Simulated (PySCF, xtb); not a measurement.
C₂H₂F, SMILES C=[C]F (connectivity only; charge and spin as stated), charge +1, multiplicity 1.

Harmonic wavenumbers (cm⁻¹) from xtb with GFN2-xTB at its own minimum, in rising order: 348, 389, 673, 787, 1011, 1184, 2207, 2830, 2907.

**Question.** What does PBE-D3(BJ)/def2-TZVP run with PySCF 2.14.0 give at its own minimum? (The exact figures need the calculation; the answer reports its results.)

**Answer.** 322, 375, 723, 811, 1057, 1222, 2088, 2979, 3042. Paired by order, the mean absolute difference is 67 cm⁻¹ and the zero-point energies are 17.6 and 18.0 kcal/mol.
